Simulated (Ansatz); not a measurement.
Species: LaO (charge +1, singlet). SMILES: [O]=[La+]
Structure (B3LYP-D3(BJ)/def2-TZVP (Ansatz, a first-principles code) minimum search):
```
O
La 1 1.8788
```
Charge +1, spin multiplicity 1.

### Question
Give the harmonic wavenumbers at B3LYP-D3(BJ)/def2-TZVP (Ansatz, finite differences of forces, unscaled).

### Answer
858 cm⁻¹. Zero-point energy 1.2 kcal/mol.

### Question
From these and the geometry, give the ideal-gas thermochemistry at 298.15 K and 1 atm (rigid rotor, harmonic oscillator).

### Answer
Point group C∞v, rotational symmetry number 1. Rotational constants 9.98, 9.98 GHz. S(trans) 41.02, S(rot) 14.77, S(vib) 0.17, S(elec, spin only) 0.00, S 56.0 cal/(mol K). H(298) - H(0) 2.11 kcal/mol; G - E(el) -13.3 kcal/mol.
